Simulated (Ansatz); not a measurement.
The Ge1–Cl3 bond of ClGeH (SMILES [Cl][GeH]) is stretched (multiplicity 1, the rest rigid).
Geometry at rest (charge 0, multiplicity 1):
```
atom    x (Å)    y (Å)    z (Å)
----  -------  -------  -------
Ge     0.5286  -0.1625   0.5049
H      1.6204  -0.3833  -0.6516
Cl    -1.0904   0.3284  -0.9121
```

Cores are frozen in the correlated methods. Filled d and f shells under p-block atoms count as core.

The values were computed with Ansatz (a first-principles code) with Gaussian orbitals. 

Energies above the point at 2.207 Å (the B3LYP-D3(BJ) bond length), FIC-MRCISD+Q on CASSCF(6,4)/def2-TZVPP (kcal/mol): 9.83 at 1.986 Å; 6.78 at 2.427 Å; 91.90 at 7.062 Å.

Question: Take the last value as the depth D of a Morse curve D(1 − e^(−a(R − R₀)))², fit a and R₀ to the two near points, and test it at 2.979 and 3.862 Å.

Answer: 
With D = 91.9, both near points (counted from the curve's value at 2.207 Å) are met by a = 1.36 Å⁻¹ and R₀ = 2.194 Å, so k = 2Da² = 341 kcal/(mol Å²). The curve then gives 39.6 and 73.9 kcal/mol; the level itself gives 39.4 and 78.6, so Morse is off by 0.2 and -4.7.

Doubts at one or more of the structures used: active orbitals that take no part (FIC-MRCISD+Q on CASSCF(6,4)/def2-TZVPP).
